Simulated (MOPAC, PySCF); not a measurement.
CH₃I₃OSi, SMILES `O([Si](I)(I)I)C` (C–O–Si–I torsion 60°), neutral singlet in the gas phase. 

Cartesian coordinates (Å):
```xyz
9

C      1.3834     0.3688     0.3570
O      0.5230    -0.5168    -0.3221
Si    -1.1124    -0.4387    -0.3860
I     -1.7988     1.6842    -1.3862
I     -1.8348    -2.3099    -1.7414
I     -2.0346    -0.5858     1.8736
H      1.2828     1.3972    -0.0294
H      2.4148     0.0277     0.1939
H      1.1765     0.3734     1.4405
```
Charge 0, multiplicity 1.

All levels are single points at this geometry (PBE0-D3(BJ)/def2-SVP); Pople sets use spherical d functions. Orbital energies aren't observables, and empty levels follow the basis.

B3LYP/LANL2DZ in PySCF gives HOMO (eV) = -7.55.

Problem. Estimate the HOMO (eV) from each of these levels: M06-2X/def2-TZVP in PySCF; PBE/6-31G* (LANL2DZ on I) in PySCF; SVWN5/6-31G* (LANL2DZ on I) in PySCF; HF/6-31G* (LANL2DZ on I) in PySCF; PM7 in MOPAC.

Solution. 
```csv
level,HOMO (eV)
M06-2X/def2-TZVP in PySCF,-8.72
PBE/6-31G* (LANL2DZ on I) in PySCF,-6.58
SVWN5/6-31G* (LANL2DZ on I) in PySCF,-6.64
HF/6-31G* (LANL2DZ on I) in PySCF,-10.16
PM7 in MOPAC,-9.37
```
